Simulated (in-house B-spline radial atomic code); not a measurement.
HSE06 excitations of the neon ion Ne⁶⁺

Method: HSE06. Computed with a B-spline radial code for spherical atoms: linear response of the closed shell [He] 2s2 with the functional's adiabatic kernel; non-relativistic, point nucleus, no spin-orbit coupling, no double excitations, S, P, D and F terms only.

Command:
```bash
python run_td.py task.json out
```
Settings (radii: box in bohr, nucleus in fm):
```
Z                        10
electrons                4
configuration            [He] 2s2
hamiltonian              nr
method                   hse06
box_radius               14.35
intervals                48
```

Run time, properties included: 0.1 s on 1 thread of Intel(R) Xeon(R) 6975P-C (Granite Rapids), with other jobs on the host.

The lowest states, in the order of their Tamm-Dancoff energies; the method's threshold (minus the highest occupied level) is 194.96 eV. Labels give the largest channel, * marks a mixed state, and oscillator strengths are full-response dipole values. Semilocal kernels can invert the small singlet-triplet splittings of Rydberg terms. Energies in eV:

```tsv
state	full response	Tamm-Dancoff	oscillator strength
2s → 2p 3P	10.223	11.940	-
2s → 2p 1P	24.381	25.549	0.373
2s → 3s 3S	118.50	118.52	-
2s → 3s 1S	121.19	121.22	-
2s → 3p 3P	123.79	123.81	-
2s → 3p 1P	?	?	?
2s → 3d 3D	?	?	-
2s → 3d 1D	128.75	128.75	-
2s → 4s 3S	155.93	155.93	-
2s → 4s 1S	156.70	156.71	-
```

Problem. Where does 2s → 3d 3D lie?

Solution. At 126.62 eV in full response, 126.66 eV in Tamm-Dancoff.

Problem. Where does 2s → 3p 1P lie?

Solution. At 124.61 eV in full response, 124.62 eV in Tamm-Dancoff, oscillator strength 0.497.

Problem. How large is the singlet-triplet splitting of 2s → 2p (P terms) in Tamm-Dancoff?

Solution. 13.6 eV, from the unrounded values.

Problem. What polarisabilities and dispersion coefficient does the method give?

Solution. Dipole 0.5024 bohr³, quadrupole 0.09612 bohr⁵, C6 0.1921 hartree·bohr⁶ for two such species.
